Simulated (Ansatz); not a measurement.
Cl₂HSi, SMILES Cl[SiH]Cl (connectivity only; charge and spin as stated), charge +1, multiplicity 1.

Geometry: TPSSh-D3(BJ)/def2-TZVP. The spin state was assumed, not searched. The isomer is the one that the SMILES or the coordinates give; other isomers of the formula were not compared.

Two levels are set side by side: PBE/def2-TZVPD (Ansatz, a first-principles code) and PBE0/def2-TZVPD (Ansatz). Energy differences of separate SCF runs at the same geometry; the states with an electron removed or added have multiplicity 2 and 2. Differences are taken from unrounded values.

```csv
quantity,PBE0,PBE,PBE minus PBE0
vertical ionisation energy (eV),18.31,17.95,-0.36
vertical electron affinity (eV),6.92,6.85,-0.07
vertical singlet–triplet gap (eV),5.28,4.93,-0.35
```
